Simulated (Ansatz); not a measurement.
Relative energies of Al2H2Cl2F2 isomers

2 of its isomers, all singlets with charge 0: A = `[F][AlH-]1[Cl+][AlH-]([F])[Cl+]1`; B = `[Cl][AlH-]1[F+][AlH-]([Cl])[F+]1`.

Shapes, held fixed at every level: PBE0-D4/def2-TZVP. Programs: Ansatz 0.2.0.

A:

```xyz
8

F     1.5870   -1.8919    1.1425
Al    1.4832   -0.4380    0.3816
Cl    0.1532   -0.7405   -1.4440
Al   -1.4830    0.4377   -0.3820
F    -1.5945    1.8915   -1.1420
Cl   -0.1505    0.7461    1.4408
H     2.7244    0.4493    0.0553
H    -2.7198   -0.4543   -0.0523
```

B:

```xyz
8

Cl    0.3662    2.2582    1.7601
Al    1.0653    0.7110    0.5570
F     0.1027    0.6418   -0.9843
Al   -0.8878   -0.8493   -0.6641
Cl   -2.8576   -0.3171   -0.2556
F     0.0972   -0.7976    0.8636
H     2.5690    0.3844    0.3071
H    -0.4551   -2.0314   -1.5837
```

Electronic energies in kJ/mol, without zero-point or thermal terms.

```
               level                    kind  B − A
 B3LYP-D4/def2-TZVPP           global hybrid  -54.5
  wB97M-V/def2-TZVPP  range-separated hybrid  -55.3
   B2PLYP/def2-TZVPP           double hybrid  -58.1
        MP2/def2-SVP     perturbation theory  -82.5
      MP2/def2-TZVPP     perturbation theory  -53.2
       CCSD/def2-SVP   coupled cluster or CI  -86.1
     CCSD/def2-TZVPP   coupled cluster or CI  -61.4
CCSD(T)/CBS estimate   coupled cluster or CI  -59.8
```

The highest level, CCSD(T)/CBS estimate, puts B lowest of these. All levels agree on that. The B − A difference spans -86.1 to -53.2 kJ/mol over the levels. The CBS estimate extrapolates MP2 from def2-TZVPP and def2-QZVPP and adds CCSD(T) − MP2 in the triple-zeta set, cores frozen.
